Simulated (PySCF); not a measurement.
CH5ClO2Si.

```xyz
10

Si     0.5644    -0.2375    -0.3218
O      1.7718    -0.9328     0.5495
Cl     0.1088     1.6688     0.3879
O     -0.7952    -1.1542    -0.1712
C     -2.1224    -0.8127    -0.5119
H      1.0545    -0.1090    -1.7057
H      1.5811    -1.1709     1.4653
H     -2.2678    -0.8066    -1.6071
H     -2.7988    -1.5652    -0.0791
H     -2.3989     0.1801    -0.1171
```
Charge 0, spin multiplicity 1.

The structure is a stationary point at B3LYP-D3(BJ)/def2-SVP. This is a generated structure with no PubChem entry under its InChIKey; it may be hypothetical. Other conformers were not sampled.

Method: B3LYP/pcSseg-1 (PySCF). Non-relativistic, no solvent.

Computed absolute GIAO shielding of each atom: isotropic value and principal components (ppm):
```csv
atom,σ(iso),σ11,σ22,σ33,span
Si1,374.7,357.3,363.9,403.0,45.7
O2,261.6,225.1,259.5,300.2,75.1
Cl3,867.0,749.3,811.5,1040.3,291.0
O4,278.9,216.7,286.6,333.4,116.7
C5,125.9,99.4,100.8,177.5,78.1
H6,26.6,22.9,23.9,33.0,10.2
H7,29.0,22.0,24.2,40.9,18.9
H8,27.8,23.8,25.2,34.3,10.5
H9,27.6,23.5,25.4,34.1,10.5
H10,27.6,22.8,27.2,32.7,9.9
```
